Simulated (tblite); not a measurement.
Compound: C6H13N.
SMILES with atom numbers: `[CH3:1][CH2:2][C@@H:3]1[CH2:4][CH2:5][C@@H:6]1[NH2:7]` (hydrogens: H8, H9, H10 on C1; H11, H12 on C2; H13 on C3; H14, H15 on C4; H16, H17 on C5; H18 on C6; H19, H20 on N7)

Computed geometry: GFN2-xTB, gas phase.

(1) Give the optimised bond lengths and angles.

Results:

(1) 
```csv
bond,length (Å),order
C1–C2,1.525,single
C2–C3,1.521,single
C3–C4,1.539,single
C4–C5,1.534,single
C5–C6,1.540,single
C6–N7,1.448,single
C3–C6,1.553,single
"C1–H8, C1–H9, C1–H10",1.088,single
C2–H11,1.091,single
C2–H12,1.093,single
C3–H13,1.092,single
C4–H14,1.088,single
C4–H15,1.087,single
C5–H16,1.088,single
C5–H17,1.087,single
C6–H18,1.104,single
"N7–H19, N7–H20",1.014,single
```

Bonds in one row agree within 0.01 Å and their mean is given. Orders are formal, as drawn. A selection of angles:
```csv
angle,degrees
C2–C1–H8,110.5
C2–C1–H9,110.8
H8–C1–H9,108.1
C1–C2–C3,112.1
C1–C2–H11,110.1
C1–C2–H12,109.2
C3–C2–H11,108.7
C3–C2–H12,108.5
H11–C2–H12,108.1
C2–C3–C4,116.5
C2–C3–C6,118.1
C2–C3–H13,109.6
C4–C3–C6,89.2
C4–C3–H13,111.5
C6–C3–H13,110.5
C3–C4–C5,89.9
C3–C4–H14,115.9
C3–C4–H15,112.2
C5–C4–H14,116.0
C5–C4–H15,112.6
H14–C4–H15,109.3
C4–C5–C6,89.9
C4–C5–H16,113.7
C4–C5–H17,115.4
C6–C5–H16,113.2
C6–C5–H17,114.1
H16–C5–H17,109.4
C5–C6–N7,111.4
C5–C6–H18,114.2
N7–C6–H18,112.8
C3–C6–C5,89.2
C3–C6–N7,113.7
C3–C6–H18,113.5
C6–N7–H19,109.8
C6–N7–H20,110.8
H19–N7–H20,107.9
```

Torsions: C1–C2–C3–C4 -174° (antiperiplanar); C2–C3–C4–C5 -132° (anticlinal); C3–C4–C5–C6 10° (synperiplanar); C4–C5–C6–N7 105° (anticlinal); C2–C3–C6–C5 130° (anticlinal).

N7 (primary amine nitrogen) is pyramidal (angles 110.8°, 109.8° and 107.9°, sum 328.5°, 0.37 Å off the plane of its three neighbours). Of the pairs four or more bonds apart, N7···H11 is among the closest relative to their van der Waals radii: 2.46 Å, 89 % of the sum of Bondi's values. The 6 C–C bonds span 1.521 Å (C2–C3, drawn single) to 1.553 Å (C3–C6, drawn single), a spread of 0.032 Å. The 4-membered ring C3–C4–C5–C6 has internal angles of 89.2° to 89.9° (sum 358°, against 360° for a flat polygon); it is slightly puckered (a soft mode that the optimisation may not have finished), 0.07 Å rms from its mean plane, widest ring torsion 10°.

Point group: C1 (no symmetry element, even within 0.4 Å). Its GFN2-xTB frequencies are all real (lowest 56 cm⁻¹). One conformer, not necessarily the lowest (C1–C2–C3–C4 -174°, C5–C6–N7–H 66° and -175°, C2–C3–C4–C5 -132°, C3–C4–C5–C6 10°, C4–C5–C6–N7 105°, C2–C3–C6–C5 130°). 2 starts were optimised and ended at 0.00 and 0.12 kcal/mol (GFN2-xTB); the lowest of these is shown.

On one thread, Arm Neoverse N1 (aarch64), shared host with 64 logical CPUs at a one-minute load of 59, this took 0.59 s wall. These figures are those of the optimisation.
